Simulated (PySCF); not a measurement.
W(OH)2(H)4 (H6O2W), SMILES [OH][WH4][OH], multiplicity 1.

Geometry optimised at PBE0-D3(BJ)/def2-SVP. The geometry has at least one imaginary mode, so it is a saddle point at that level. The spin state was assumed, not searched. The structure was generated by enumeration; whether it is a known compound was not checked. The def2 effective core potentials stand for the cores of W; spin–orbit coupling is left out. Other conformers were not sampled.

Method: TDA-PBE0/def2-SVPD (PySCF).

Vertical excitations. Gas-phase values at a fixed geometry. State labels are in the subgroup C2v.

Give excitation energies, oscillator strengths and character. (The exact figures need the calculation; the answer reports its results.)


```csv
state,symmetry,energy (eV),λ (nm),f,main pairs
S1,B2,3.73,332,0.003,HOMO→LUMO 99 %
S2,A2,4.33,286,0.000,HOMO−1→LUMO 89 %
S3,A2,4.65,266,0.000,HOMO→LUMO+1 89 %
S4,B1,5.17,240,0.016,"HOMO→LUMO+2 51 %, HOMO−2→LUMO 43 %"
S5,B1,5.37,231,0.029,"HOMO−2→LUMO 54 %, HOMO→LUMO+2 44 %"
S6,B2,5.51,225,0.081,HOMO−1→LUMO+1 95 %
S7,A1,5.82,213,0.001,HOMO−1→LUMO+2 90 %
S8,B2,6.02,206,0.005,HOMO−3→LUMO 98 %
S9,A1,6.48,191,0.005,"HOMO→LUMO+3 60 %, HOMO−2→LUMO+1 38 %"
S10,B1,6.57,189,0.001,HOMO→LUMO+4 98 %
T1,B2,3.22,386,0,HOMO→LUMO 100 %
T2,A2,3.70,335,0,HOMO−1→LUMO 99 %
T3,A2,4.45,279,0,HOMO→LUMO+1 99 %
T4,B1,4.51,275,0,HOMO→LUMO+2 89 %
```
Triplets are in the Tamm–Dancoff approximation.
